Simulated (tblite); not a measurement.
Parent: `[SiH3:1][Si:2]1([SiH3:3])[SiH2:4][CH2:5][S:6]1`, CH10SSi4.

The geometries are computed with GFN2-xTB (gas phase). One conformer each, not checked by frequencies here.

```
coordinate of the parent    value
                 Si1–Si2  2.342 Å
                 Si2–Si3  2.343 Å
                 Si2–Si4  2.358 Å
                  Si4–C5  1.917 Å
                   C5–S6  1.835 Å
                  Si2–S6  2.222 Å
             Si1–Si2–Si3   115.6°
             Si1–Si2–Si4   117.9°
              Si1–Si2–S6   108.7°
             Si3–Si2–Si4   118.5°
              Si3–Si2–S6   108.5°
              Si4–Si2–S6    80.9°
              Si2–Si4–C5    84.2°
               Si4–C5–S6   104.8°
               Si2–S6–C5    90.1°
```

Q: How does the shared frame change in `[CH2:1]=[CH:2][SiH2:3][Si@:4]1([SiH3:5])[SiH2:6][CH2:7][S:8]1` with C1–C2–Si3–Si4 -111°, C2–Si3–Si4–Si5 62°, C3H12SSi4? Atoms pair as Si1 = Si5, Si2 = Si4, Si3 = Si3, Si4 = Si6, C5 = C7, S6 = S8 (parent first).

A: 
| parent | relative | value in the relative | change |
| --- | --- | --- | --- |
| Si1–Si2 | Si5–Si4 | 2.342 Å | 0.000 |
| Si2–Si3 | Si4–Si3 | 2.350 Å | +0.007 |
| Si2–Si4 | Si4–Si6 | 2.359 Å | +0.001 |
| Si4–C5 | Si6–C7 | 1.917 Å | 0.000 |
| C5–S6 | C7–S8 | 1.835 Å | 0.000 |
| Si2–S6 | Si4–S8 | 2.219 Å | -0.003 |
| Si1–Si2–Si3 | Si5–Si4–Si3 | 115.4° | -0.2 |
| Si1–Si2–Si4 | Si5–Si4–Si6 | 118.3° | +0.4 |
| Si1–Si2–S6 | Si5–Si4–S8 | 109.5° | +0.8 |
| Si3–Si2–Si4 | Si3–Si4–Si6 | 117.4° | -1.1 |
| Si3–Si2–S6 | Si3–Si4–S8 | 108.9° | +0.4 |
| Si4–Si2–S6 | Si6–Si4–S8 | 81.0° | +0.1 |
| Si2–Si4–C5 | Si4–Si6–C7 | 84.0° | -0.2 |
| Si4–C5–S6 | Si6–C7–S8 | 104.9° | +0.1 |
| Si2–S6–C5 | Si4–S8–C7 | 90.1° | 0.0 |

Of the parent's bonds, Si2–Si3 changes most (+0.007 Å). Bonds of the relative outside the shared frame: C1=C2 1.323, C2–Si3 1.880 Å.

Q: How does the shared frame change in `[F:1][CH2:2][SiH2:3][Si@@:4]1([SiH3:5])[SiH2:6][CH2:7][S:8]1` with F1–C2–Si3–Si4 -33°, C2–Si3–Si4–Si5 -55°, C2H11FSSi4? Atoms pair as Si1 = Si3, Si2 = Si4, Si3 = Si5, Si4 = Si6, C5 = C7, S6 = S8 (parent first).

A: 
```
     parent     relative  value in the relative  change
    Si1–Si2      Si3–Si4                2.341 Å  -0.001
    Si2–Si3      Si4–Si5                2.352 Å  +0.009
    Si2–Si4      Si4–Si6                2.362 Å  +0.004
     Si4–C5       Si6–C7                1.921 Å  +0.004
      C5–S6        C7–S8                1.835 Å   0.000
     Si2–S6       Si4–S8                2.221 Å  -0.001
Si1–Si2–Si3  Si3–Si4–Si5                 114.4°    -1.2
Si1–Si2–Si4  Si3–Si4–Si6                 116.5°    -1.4
 Si1–Si2–S6   Si3–Si4–S8                 108.3°    -0.4
Si3–Si2–Si4  Si5–Si4–Si6                 120.6°    +2.1
 Si3–Si2–S6   Si5–Si4–S8                 109.6°    +1.1
 Si4–Si2–S6   Si6–Si4–S8                  81.2°    +0.3
 Si2–Si4–C5   Si4–Si6–C7                  83.8°    -0.4
  Si4–C5–S6    Si6–C7–S8                 105.2°    +0.4
  Si2–S6–C5    Si4–S8–C7                  89.9°    -0.2
```

Of the parent's bonds, Si2–Si3 changes most (+0.009 Å). Bonds of the relative outside the shared frame: F1–C2 1.390, C2–Si3 1.922 Å.

Q: How does the shared frame change in `[N:1]#[C:2][CH2:3][SiH2:4][Si@@:5]1([SiH3:6])[SiH2:7][CH2:8][S:9]1` with C2–C3–Si4–Si5 -41°, C3–Si4–Si5–Si6 -51°, C3H11NSSi4? Atoms pair as Si1 = Si4, Si2 = Si5, Si3 = Si6, Si4 = Si7, C5 = C8, S6 = S9 (parent first).

A: 
| parent | relative | value in the relative | change |
| --- | --- | --- | --- |
| Si1–Si2 | Si4–Si5 | 2.344 Å | +0.002 |
| Si2–Si3 | Si5–Si6 | 2.348 Å | +0.005 |
| Si2–Si4 | Si5–Si7 | 2.358 Å | 0.000 |
| Si4–C5 | Si7–C8 | 1.923 Å | +0.006 |
| C5–S6 | C8–S9 | 1.834 Å | -0.001 |
| Si2–S6 | Si5–S9 | 2.219 Å | -0.003 |
| Si1–Si2–Si3 | Si4–Si5–Si6 | 114.7° | -0.9 |
| Si1–Si2–Si4 | Si4–Si5–Si7 | 115.3° | -2.6 |
| Si1–Si2–S6 | Si4–Si5–S9 | 107.7° | -1.0 |
| Si3–Si2–Si4 | Si6–Si5–Si7 | 121.6° | +3.1 |
| Si3–Si2–S6 | Si6–Si5–S9 | 109.8° | +1.3 |
| Si4–Si2–S6 | Si7–Si5–S9 | 81.4° | +0.5 |
| Si2–Si4–C5 | Si5–Si7–C8 | 83.7° | -0.5 |
| Si4–C5–S6 | Si7–C8–S9 | 105.2° | +0.4 |
| Si2–S6–C5 | Si5–S9–C8 | 89.8° | -0.3 |

Of the parent's bonds, Si2–Si3 and Si4–C5 change most and about equally (+0.005 to +0.006 Å). Bonds of the relative outside the shared frame: N1≡C2 1.147, C2–C3 1.420, C3–Si4 1.934 Å.
